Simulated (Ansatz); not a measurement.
CH5NSiTe can be A, `C1N[SiH2][Te]1`, or B, `C=N[SiH2][TeH]`.

Calculated with Ansatz (gas phase, PBE0-D4/def2-TZVP geometries, no zero-point term in ΔE). CCSD(T)/CBS adds triple-zeta CCSD(T) − MP2 to the extrapolated MP2 energy (def2 sets, frozen cores). Functionals use def2-TZVPP. B3LYP here is the variant with VWN-RPA as its local correlation; programs differ in this. Elements past krypton have def2 core potentials. For Te outer-core shells are correlated without core-valence functions, which leaves a few kJ/mol of doubt a bond. One conformer a species, not always the lowest.

Problem. Which isomer does CCSD(T)/CBS put lower? Give the gap. (An estimate is asked.)

Solution. Ansatz gave: A, by 25.0 kJ/mol.

Problem. Give E(B) − E(A) in kJ/mol with PBE0-D4, B2PLYP, CCSD(T)/def2-TZVPP, B3LYP-D4, MP2/def2-TZVPP, CCSD/def2-TZVPP, HF/def2-TZVPP. (Best estimate.)

Solution. Ansatz gave: PBE0-D4 30.4, B2PLYP 13.1, CCSD(T)/def2-TZVPP 17.9, B3LYP-D4 8.3, MP2/def2-TZVPP 32.4, CCSD/def2-TZVPP 17.2, HF/def2-TZVPP -5.2. The order is the other way round with HF/def2-TZVPP.

Largest T1 diagnostic: 0.013.

In def2-TZVPP, CCSD(T) changes the Hartree–Fock value by +23.1 kJ/mol (the triples alone add +0.7 kJ/mol) and MP2 by +37.6 kJ/mol. From PBE to PBE0 (25 % exact exchange), in def2-TZVPP and without D4, E(B) − E(A) moves by +10.3 kJ/mol.
